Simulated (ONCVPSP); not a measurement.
Lu (Z = 71), ONCV: configuration errors across variants

```json
{"Element": "Lu (Z = 71)", "Generator": "ONCVPSP 4.0.1", "Type": "optimised norm-conserving Vanderbilt (ONCV)", "Functional": "PBE", "Relativity": "scalar-relativistic", "Frozen core": "[Kr] 4d10 5s2", "Valence charge": "23", "Reference configuration": "4f14 5p6 5d1 6s2", "Partial waves": "6s: rc 2.50 bohr, ncon 3, nbas 7, qcut 2.3 1/bohr, 1 projector; 5p: rc 2.25 bohr, ncon 4, nbas 6, qcut 5 1/bohr, 1 projector; 5d: rc 2.80 bohr, ncon 3, nbas 8, qcut 6.8 1/bohr, 2 projectors, debl 0.5 Ha; 4f: rc 0.55 bohr, ncon 4, nbas 9, qcut 23.1 1/bohr, 2 projectors, debl 3.1 Ha", "Local potential": "polynomial inside 0.50 bohr (lpopt 5, dvloc0 0 Ha)", "Core correction": "Teter function, fcfact 3.75, rcfact 1.7"}
```

All-electron excitation energies from the reference (eV): (1) 4f14 5p6 5d1 6s1 7.366; (2) 4f14 5p6 5d1 6s0 20.645; (3) 4f14 5p6 5d1 6s1.5 2.988.

4 further variants failed, have other tests or too few solved ones, and are left out.

A true bound ghost makes a file unfit for plane-wave use even where its test errors are small: the radial tests pick states by their node count and pass the ghost by.

Errors AE − PS in meV (a dash: test not solved or not reliable):

```tsv
change	(1)	(2)	(3)	bound ghosts	GHOST(+) flags above zero
base	-5.3	-8.2	-1.7	s, p, d	none
s: qcut 1.8; p: qcut 3.9; d: qcut 5.4; f: qcut 18.2	-4.5	-4.5	-1.4	s, p, d	f
s: qcut 2; p: qcut 4.3; d: qcut 5.9; f: qcut 20	-4.8	-6.1	-1.5	s, p, d	f
p: qcut 5.1; d: qcut 6.9; f: qcut 23.5	-5.3	-8.2	-1.7	s, p, d	none
```

Task: Give the same row for: s: qcut 1.5; p: qcut 3.3; d: qcut 4.5; f: qcut 15.4.

Result: -3.9, -2.9, -1.1; bound ghosts: s, p, d; GHOST(+) flags above zero: f.
